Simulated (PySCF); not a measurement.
Compound: C₃H₆B₂O₂.
SMILES with atom numbers: `[BH2:1][O:2][C@H:3]1[BH:4][O:5][CH:6]=[CH:7]1` (hydrogens: H8, H9 on B1; H10 on C3; H11 on B4; H12 on C6; H13 on C7)

A GFN2-xTB structure with every atom displaced at random (by about 0.01 Å) was refined with PySCF 2.14.0, PBE0-D3(BJ)/def2-SVP geometry optimisation, gas phase. Values at the start:

| coordinate | start |
| --- | --- |
| B1–O2 | 1.346 Å |
| B1–H8 | 1.159 Å |
| O2–C3 | 1.414 Å |
| C3–B4 | 1.597 Å |
| C3–C7 | 1.485 Å |
| C3–H10 | 1.129 Å |
| B4–O5 | 1.380 Å |
| B4–H11 | 1.157 Å |
| O5–C6 | 1.366 Å |
| C6=C7 | 1.339 Å |
| C6–H12 | 1.067 Å |
| C7–H13 | 1.065 Å |
| B1–O2–C3 | 125.3° |
| O2–C3–B4 | 119.3° |
| O2–C3–C7 | 114.1° |
| C3–B4–O5 | 105.7° |
| C3–C7–C6 | 108.8° |
| B4–C3–C7 | 101.3° |
| B4–O5–C6 | 110.1° |
| O5–C6–C7 | 113.9° |
| B1–O2–C3–B4 | 114° |
| O2–C3–B4–O5 | 130° |
| O2–C3–C7–C6 | -133° |
| O5–C6–C7–C3 | 2° |

How do these coordinates change at the PBE0-D3(BJ)/def2-SVP level?

```json
{"coordinate": "B1–H8", "PBE0-D3(BJ)/def2-SVP (Å or °)": "1.216", "change": "+0.057"}
{"coordinate": "B4–H11", "PBE0-D3(BJ)/def2-SVP (Å or °)": "1.202", "change": "+0.045"}
{"coordinate": "C7–H13", "PBE0-D3(BJ)/def2-SVP (Å or °)": "1.090", "change": "+0.025"}
{"coordinate": "C6–H12", "PBE0-D3(BJ)/def2-SVP (Å or °)": "1.090", "change": "+0.023"}
{"coordinate": "O5–C6", "PBE0-D3(BJ)/def2-SVP (Å or °)": "1.387", "change": "+0.021"}
{"coordinate": "C3–C7", "PBE0-D3(BJ)/def2-SVP (Å or °)": "1.504", "change": "+0.019"}
{"coordinate": "B4–O5", "PBE0-D3(BJ)/def2-SVP (Å or °)": "1.363", "change": "-0.017"}
{"coordinate": "C3–H10", "PBE0-D3(BJ)/def2-SVP (Å or °)": "1.113", "change": "-0.016"}
{"coordinate": "B1–O2", "PBE0-D3(BJ)/def2-SVP (Å or °)": "1.340", "change": "-0.006"}
{"coordinate": "C6=C7", "PBE0-D3(BJ)/def2-SVP (Å or °)": "1.334", "change": "-0.005"}
{"coordinate": "C3–B4", "PBE0-D3(BJ)/def2-SVP (Å or °)": "1.599", "change": "+0.002"}
{"coordinate": "O2–C3", "PBE0-D3(BJ)/def2-SVP (Å or °)": "1.414", "change": "0.000"}
{"coordinate": "O2–C3–B4", "PBE0-D3(BJ)/def2-SVP (Å or °)": "115.7", "change": "-3.6"}
{"coordinate": "C3–B4–O5", "PBE0-D3(BJ)/def2-SVP (Å or °)": "108.3", "change": "+2.6"}
{"coordinate": "B1–O2–C3", "PBE0-D3(BJ)/def2-SVP (Å or °)": "123.3", "change": "-2.0"}
{"coordinate": "B4–O5–C6", "PBE0-D3(BJ)/def2-SVP (Å or °)": "108.3", "change": "-1.8"}
{"coordinate": "B4–C3–C7", "PBE0-D3(BJ)/def2-SVP (Å or °)": "99.7", "change": "-1.6"}
{"coordinate": "O5–C6–C7", "PBE0-D3(BJ)/def2-SVP (Å or °)": "114.6", "change": "+0.7"}
{"coordinate": "O2–C3–C7", "PBE0-D3(BJ)/def2-SVP (Å or °)": "114.6", "change": "+0.5"}
{"coordinate": "C3–C7–C6", "PBE0-D3(BJ)/def2-SVP (Å or °)": "108.8", "change": "0.0"}
{"coordinate": "B1–O2–C3–B4", "PBE0-D3(BJ)/def2-SVP (Å or °)": "122", "change": "+8"}
{"coordinate": "O2–C3–C7–C6", "PBE0-D3(BJ)/def2-SVP (Å or °)": "-129", "change": "+4"}
{"coordinate": "O2–C3–B4–O5", "PBE0-D3(BJ)/def2-SVP (Å or °)": "128", "change": "-2"}
{"coordinate": "O5–C6–C7–C3", "PBE0-D3(BJ)/def2-SVP (Å or °)": "3", "change": "+1"}
```

The energy falls by 4.1 kcal/mol over 10 energy and gradient evaluations, the largest force component goes from 0.0263 to 2.8e-04 Eh/bohr, and the atoms move by 0.065 Å rms after alignment. The bond that changes most is B1–H8 (three-coordinate boron to B–H hydrogen), which lengthens by 0.057 Å. Bonds longer at the end by more than 0.005 Å: 7 of 13; shorter: 3. Rotational constants go from 7606, 1876, 1589 to 7498, 1885, 1597 MHz.

The run used 128 basis functions and 68 SCF cycles in all.

Whether it is a minimum is left open (no frequencies). One conformer, not necessarily the lowest.

Shape of the structure used: `[BH2:1][O:2][C@H:3]1[BH:4][O:5][CH:6]=[CH:7]1`: B1–O2–C3–B4 122°.
